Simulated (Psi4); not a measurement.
Pair of molecules, SMILES [SiH4] with SMILES FCF (the first has 5 atoms); geometry from B3LYP-D3(BJ)/def2-TZVP, rigid monomers moved along the line of their centres of mass till Si1···F6 is 3.78 Å.
(charge 0, multiplicity 1):
```xyz
10

Si     0.239    -0.047     0.129
H     -1.013     0.279     0.848
H      0.511    -1.497     0.243
H      1.360     0.729     0.701
H      0.071     0.307    -1.300
F      0.325    -0.720     3.846
C     -0.493     0.179     4.465
F      0.091     1.407     4.401
H     -0.595    -0.108     5.513
H     -1.441     0.213     3.927
```

All values below come from SAPT0/jun-cc-pV(D+d)Z run with Psi4.

Problem. Which attractive term is largest, and how does the interaction split up?

Solution. electrostatics -19.3, exchange 15.0, induction -3.5, dispersion -19.7, total -27.6 meV; the largest attraction is dispersion.
